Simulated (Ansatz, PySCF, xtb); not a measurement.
Process, species as SMILES: CCB(OC)OC [ethyl(dimethoxy)borane] + 6 [H][H] (H2) -> B (BH3) + 4 C (CH4) + 2 O (H2O)
Geometries: B3LYP-D3(BJ)/def2-TZVP minima from Ansatz (a quantum-chemistry and plane-wave program), one conformer each, not searched for the lowest. Frequencies are from Ansatz or PySCF.

Wanted: energy of full hydrogenation (0 K, with B3LYP-D3(BJ) harmonic zero-point energies), in kcal/mol. Cores are frozen in the correlated levels unless marked. No spin-orbit coupling. Non-relativistic. CBS(X,Y): correlation extrapolated as X^-3; Hartree-Fock from the larger set. The bracket is a focal-point correction in the basis named.

| level | program | energy of full hydrogenation (kcal/mol) |
|---|---|---|
| GFN1-xTB | xtb | -16.9 |

Q: Estimate the value at RI-MP2/CBS(aug-cc-pVTZ,aug-cc-pVQZ)+[CCSD(T)-MP2]/aug-cc-pVTZ as computed with Ansatz.

A: -9.0 kcal/mol, so GFN1-xTB differs from it by -7.9 kcal/mol.
